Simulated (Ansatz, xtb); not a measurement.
# Relative energy of two conformers of CHF3OSi

Structure X is `O=C(F)[SiH](F)F`, a singlet and structure Y is `O=C(F)[SiH](F)F`, a singlet. Both are isolated molecules in the gas phase, relaxed with PBE0-D3(BJ)/def2-SVP.

X (Å):

```xyz
7

C    -1.4474   -2.0650    0.2392
F    -1.4788   -2.2486   -1.0884
F     0.6822   -0.1651    0.1624
F    -1.7468    0.7703    0.0848
O    -1.7950   -2.9127    0.9879
Si   -0.8002   -0.3406    0.7558
H    -0.7923   -0.1988    2.2207
```

Y (Å):

```xyz
7

C    -0.9117    1.2639    1.9195
F    -2.0650    0.8858    2.5086
F    -1.8151    0.9383   -0.7542
F     0.1394    2.6137   -0.3387
O     0.1313    1.0856    2.4420
Si   -1.2640    2.0851    0.2268
H    -2.2380    3.1887    0.3111
```

Which of the two would you expect CCSD(T)/def2-SVP + ΔMP2/def2-TZVPP electronic energies to favour?

Too close to call at this level: CCSD(T)/def2-SVP + ΔMP2/def2-TZVPP gives E(Y) − E(X) = +1.32 kJ/mol.

Level by level:

| level | geometry | E(Y) − E(X) (kJ/mol) | departure from the last row (kJ/mol) | job, with rough time for the two |
| --- | --- | --- | --- | --- |
| PBE0-D3(BJ)/def2-SVP | PBE0-D3(BJ)/def2-SVP | +1.33 | +0.01 | optimisation, 5.4 min |
| HF/def2-SVP | PBE0-D3(BJ)/def2-SVP | +2.39 | +1.07 | part of the CCSD(T) run |
| MP2/def2-SVP | PBE0-D3(BJ)/def2-SVP | +0.77 | −0.55 | part of the CCSD(T) run |
| CCSD(T)/def2-SVP | PBE0-D3(BJ)/def2-SVP | +0.86 | −0.46 | single point |
| CCSD(T)/def2-SVP + ΔMP2/def2-TZVPP | PBE0-D3(BJ)/def2-SVP | +1.32 |  | single point, 93 s |

The largest departure from CCSD(T)/def2-SVP + ΔMP2/def2-TZVPP is that of HF/def2-SVP, 1.07 kJ/mol. Levels run at GFN2-xTB geometries aren't shown. The last row adds to CCSD(T) the change of the MP2 difference between the two basis sets, here +0.46 kJ/mol.

With harmonic frequencies from PBE0-D3(BJ)/def2-SVP (ideal gas, rigid rotor, one conformer each, 298.15 K, 1 atm): on the last row, ΔE + ΔZPE = +1.06 kJ/mol. A mode under 50 cm⁻¹ makes harmonic enthalpies and free energies unreliable, so none is given.

The correlated steps freeze 10 core orbitals. Codes used: Ansatz 0.2.0; the last row on 1 thread of AMD EPYC (Zen 3) on a shared host.
